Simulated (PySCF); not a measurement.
BF2, SMILES F[B]F, multiplicity 2.

The structure is a stationary point at B3LYP-D3(BJ)/def2-TZVP. The isomer is the one that the SMILES or the coordinates give; other isomers of the formula were not compared.

Two levels are set side by side: PBE/def2-TZVPD (PySCF) and PBE0/def2-TZVPD (PySCF). Same geometry, gas phase. Differences are taken from unrounded values.

```json
[
 {"quantity": "α-spin orbital gap (eV)", "PBE": "3.93"},
 {"quantity": "β-spin orbital gap (eV)", "PBE": "7.31"},
 {"quantity": "dipole moment (D)", "PBE": "0.16"},
 {"quantity": "mean polarisability (bohr³)", "PBE": "20.0"}
]
```

These are the PBE values. What does PBE0 give? (An estimate is asked for; the answer gives what the named calculation found.)


```
quantity                      PBE0  PBE minus PBE0
---------------------------  -----  --------------
α-spin orbital gap (eV)       6.44           -2.51
β-spin orbital gap (eV)      10.42           -3.12
dipole moment (D)             0.28           -0.12
mean polarisability (bohr³)   18.4             1.6
```

PBE's more diffuse valence density responds more strongly to a field. Differences between two approximate levels are no errors against the true value.

Rough cost on one machine, each run with all the roots and properties that it gave: PBE0 against PBE within a factor of 2.
